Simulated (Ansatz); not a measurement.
A CCSD(T) single point on BrClZn (`[Cl][Zn][Br]`).

```yaml
crystal:
  periodic: [false, false, false]
  atoms:
    - {symbol: Cl, position_ang: [-1.744040, 0.855094, -0.868593]}
    - {symbol: Zn, position_ang: [-0.039828, -0.003284, -0.022391]}
    - {symbol: Br, position_ang: [1.772968, -0.916710, 0.877684]}
basis:
  gaussian: {orbitals: def2-TZVPP}
correlation: {method: ccsd_t, frozen_orbitals: {Br: 9, Cl: 5, Zn: 9}}
output: {orbitals: {seedname: orbitals}}
```

```sh
$ ansatz run in.yaml --threads 4 --pin off --events-out ev --progress --plain --max-ram 10444MiB
```

The program prints (abridged):

```
Functional definition: HF
1029 factors; integrals over basis functions are off by at most 1.1e-3 eV
mean field evaluation 1: about -130881.5802 eV, gradient 2.0e1 eV
mean field evaluation 2: about -130881.8139 eV, gradient 2.0e1 eV
mean field evaluation 4: about -130883.0102 eV, gradient 3.7e0 eV
mean field evaluation 8: about -130883.0383 eV, gradient 1.4e-1 eV
mean field -130883.03838140 eV, -4809.8629448068 hartree, gradient 3.9e-6 eV, S^2 0.000000; 0 other end points of the search recorded, 0 dependent functions left out
23 core orbitals not correlated: weight in the atoms' cores, before any rotation towards them, 1.000 or more for the frozen orbitals, at most 0.000 for the correlated occupied ones
reference -130883.03838140 eV, -4809.8629448068 hartree; 18, 18 occupied and 113, 113 virtual orbitals, 1029 factors
second order -25.88339780 eV of doubles, -0.00000000 eV of singles
cycle   1  -24.44698750 eV  change     1.4e0 eV  update   1.1e-1
cycle   2  -25.08482527 eV  change   -6.4e-1 eV  update   4.2e-2
cycle   3  -25.20912103 eV  change   -1.2e-1 eV  update   1.7e-2
cycle   4  -25.17996184 eV  change    2.9e-2 eV  update   5.8e-3
cycle   5  -25.17009909 eV  change    9.9e-3 eV  update   2.1e-3
cycle   6  -25.17286627 eV  change   -2.8e-3 eV  update   5.8e-4
cycle   7  -25.17262316 eV  change    2.4e-4 eV  update   2.5e-4
cycle   8  -25.17240573 eV  change    2.2e-4 eV  update   7.6e-5
cycle   9  -25.17251328 eV  change   -1.1e-4 eV  update   2.8e-5
cycle  10  -25.17252732 eV  change   -1.4e-5 eV  update   7.6e-6
perturbative correction -0.84501296 eV, -0.0310536535 hartree
Total energy: -130909.05592168 eV, -4810.8190717768 hartree
```

Hardware: 4 threads of an Arm Neoverse V2 on a shared host. Wall time 8 s, peak host memory 0.75 GiB.

The correlation energy is -26.018 eV, 3.2 % of it from (T); the T1 diagnostic reads 0.0113.
